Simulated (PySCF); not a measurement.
A structure optimised at B3LYP-D3(BJ)/def2-SVP, used in a PySCF frequency run:

```xyz
7

C     -0.4434    -1.3273     0.0000
O      0.7290    -0.4726     0.0000
C      0.5121     0.8216     0.0000
O     -0.5102     1.4300     0.0000
H     -1.0478    -1.1343    -0.8982
H     -0.0678    -2.3565     0.0000
H     -1.0478    -1.1343     0.8982
```
Charge 0, spin multiplicity 2.

**Question.** Write its SMILES, formula and point group.

**Answer.** CO[C]=O, C2H3O2, Cs

**Question.** What are its rotational constants (standard atomic weights)?

**Answer.** 23.170, 6.7248, 5.3930 GHz
